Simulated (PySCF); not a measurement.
**Oxygen: a sound run and one with changed settings**

Sound run: O⁺ [He] 2s2 2p3, O²⁺ [He] 2s2 2p2. All numbers are calculated (PySCF 2.14, scalar relativity by spin-free X2C-1e, in x2c-TZVPall (5s3p2d1f, 31 functions)). In the sound run the correlated levels freeze 1s2. The sound run starts from symmetry-adapted Hartree-Fock orbitals and uses a fine grid where one is needed.

Changed run: all electrons correlated in a basis built for the valence shell.

```
species   method  sound run (hartree)  changed run (hartree)  converged
     O⁺      MP2            -74.52274              -74.54041        yes
     O⁺  CCSD(T)            -74.53957              -74.55780        yes
    O²⁺      MP2            -73.22951              -73.24665        yes
    O²⁺  CCSD(T)            -73.25258              -73.27021        yes
```

Ionisation energy of O⁺:

```tsv
method	sound run (eV)	changed run (eV)
UHF	34.573	34.573
MP2	35.191	35.205
SCS-MP2	34.939	34.949
CCSD	35.014	35.031
CCSD(T)	35.021	35.037
```

A valence basis has no tight correlating functions, so it recovers only part of the core correlation, and not evenly between atom and ion.

For comparison, NIST gives 35.121 eV between the lowest levels.
